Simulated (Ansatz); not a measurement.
C₃H₆BrN, SMILES `N/C=C/CBr`, relaxed with RKS PBE-D4/def2-SVP in Ansatz from a rough embedded geometry. The force threshold is 0.03 eV/Å; the program also tests the step.

Total charge 0; spin multiplicity 1.

Start:

```xyz
11

N    -1.397    1.540   -0.099
C    -0.587    0.530   -0.453
C     0.072   -0.242    0.387
C     0.912   -1.438    0.089
Br    2.740   -1.096    0.593
H    -1.234    1.971    0.816
H    -1.376    2.331   -0.802
H    -0.510    0.355   -1.481
H    -0.073   -0.046    1.501
H     0.910   -1.575   -1.057
H     0.543   -2.329    0.506
```

| step | energy (eV) | largest force (eV/Å) | largest move (Å) |
| --- | --- | --- | --- |
| 1 | -74716.0063 | 3.896 | 0.000 |
| 2 | -74716.4204 | 1.174 | 0.097 |
| 3 | -74716.4892 | 0.455 | 0.072 |
| 4 | -74716.5014 | 0.398 | 0.143 |
| 5 | -74716.5108 | 0.189 | 0.054 |
| 6 | -74716.5123 | 0.156 | 0.031 |
| 7 | -74716.5141 | 0.071 | 0.038 |
| 8 | -74716.5147 | 0.051 | 0.020 |
| 9 | -74716.5149 | 0.031 | 0.011 |
| 10 | -74716.5149 | 0.004 | 0.003 |

End:

```xyz
11

N    -1.338    1.644   -0.151
C    -0.510    0.584   -0.424
C     0.014   -0.296    0.475
C     0.847   -1.433    0.066
Br    2.845   -1.124    0.388
H    -1.419    1.961    0.816
H    -1.438    2.376   -0.852
H    -0.313    0.434   -1.500
H    -0.150   -0.140    1.555
H     0.792   -1.650   -1.017
H     0.670   -2.357    0.644
```

Hardware: 4 threads of an Intel Xeon Platinum 8488C on a shared host. Wall time 10 s, peak host memory 0.21 GiB.
